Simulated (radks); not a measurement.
Results of a calculation; reference values are marked as such.
Task: Coherent X-ray form factor from a spherical all-electron density. Code: a radial shooting solver on a logarithmic mesh with Libxc functionals. Model: non-relativistic Kohn-Sham, PBE, spin-polarised, spherical densities, point nucleus.

| sin(theta)/lambda (1/angstrom) | f0 (electrons) |
|---|---|
| 0.05 | 19.130 |
| 0.1 | 17.379 |
| 0.15 | 15.731 |
| 0.2 | 14.292 |
| 0.25 | 12.950 |
| 0.3 | 11.698 |
| 0.4 | 9.644 |
| 0.5 | 8.263 |
| 0.6 | 7.371 |
| 0.8 | 6.198 |
| 1 | 5.177 |
| 1.25 | 3.978 |
| 1.5 | 3.015 |
| 2 | 1.896 |

The species is in the configuration that NIST lists as its ground one. Which atom or ion scatters so?

Result: Neutral calcium, [Ar] 4s2. Extrapolating in s^2 from the first two rows gives f0(0) = 19.7, near the electron count 20; among species with that count, the fall with angle is slower the higher Z, and the table is that of Z = 20; from so few rows the species is fixed only to a neighbour or two.
